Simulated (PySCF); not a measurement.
Input file for PySCF: R-B3LYP/LANL2DZ on GeH4 (SMILES [GeH4]).

```python
from pyscf import gto, scf, dft, mp
from pyscf.data.elements import chemcore

mol = gto.M(
    atom='''
    Ge    0.27547518    0.00490883    0.66784385
    H    -0.18959325   -1.42929282    0.94692738
    H    -0.71870537    1.01108193    1.26634658
    H     0.31993744    0.22169733   -0.85822817
    H     1.67846245    0.24257032    1.23903619
    ''',
    basis='lanl2dz',
    ecp={'Ge': 'lanl2dz'},
    charge=0, spin=0, verbose=3, max_memory=1800)
mf = dft.RKS(mol, xc='b3lyp')
mf.conv_tol = 1e-8
mf.max_cycle = 100
mf.kernel()
if not mf.converged:
    mf = mf.newton().run(mf.mo_coeff, mf.mo_occ)
```

Q: Predict the final total energy.

A: -6.1470 hartree.
